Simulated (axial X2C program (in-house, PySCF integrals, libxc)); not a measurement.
## What spin–orbit coupling does to NiH

All values were computed with an in-house relativistic program for diatomic molecules. Spin-free means the one-electron spin-free X2C Hamiltonian; two-component (2c) means X2C with spin–orbit coupling and atomic mean-field two-electron Coulomb and Gaunt terms, so the difference of the two also holds small scalar two-electron terms. Basis: Ni dyall-v3z [9s9p6d3f2g], H dyall-v3z [6s2p1d] (cores contracted in-house); Gaussian nuclei, density fitting, unrestricted open shells. Masses: Ni 57.935 u, H 1.008 u.

Spin-free state: M_S = 1/2, Λ = 2 (beyond evenly filled blocks: δ+α, δ+β, δ-α); fragments Ni + H.

```
level  Re (Å)  ωe (cm⁻¹)  De (eV)  μ (D)
 PBE0   1.454     1998.1    2.600  -2.43
  PBE   1.453     2016.1    2.769  -1.96
 BP86   1.451     2025.4    2.896  -1.93
```

Dipoles are positive if H is the positive end.

(1) Within this multiplet, which Ω should lie lowest by the rule for regular and inverted multiplets?

Two-component determinant lowest at the distance of the search:

Ω = 5/2 (⟨Sz⟩ = 0.50, ⟨Lz⟩ = 2.00 at PBE0); fragments Ni + H.

| level | Re (Å) | ωe (cm⁻¹) | μ (D) |
| --- | --- | --- | --- |
| PBE0 | 1.455 | 1997.3 | -2.43 |
| PBE | 1.453 | 2015.2 | -1.96 |
| BP86 | 1.451 | 2024.6 | -1.93 |

(2) From the two tables, how do the constants change at the PBE0 level (2c against spin-free)?

One determinant describes the state; a PBE0 search over occupations chose it and may have missed a lower one. De is counted from the lowest determinant-based energies of the atoms at the same level, without counterpoise correction. De is not given where an atomic determinant may have missed its ground term or J level, or where the truncated virtual space spoils (T). Density functionals use the spin component along the axis (collinear). PBE0 can misorder states that lie within some tenths of an eV, so this need not be the ground state of the molecule. The nearest other spin-free determinant of the search, M_S = 1/2, Λ = 0, lies 0.11 eV up at the distance of the search. Without a current term, density functionals place determinants with orbital angular momentum somewhat too high. At some level and bond length an empty orbital lies below a filled one.

## Answers

(1) The open δ shell holds three electrons, one hole, so the multiplet is inverted: Ω = Λ + 1/2 = 5/2. The PBE0 2c search agrees.

(2) At the PBE0 level Re is unchanged within 0.001 Å and ωe goes down by 0.8 cm⁻¹.
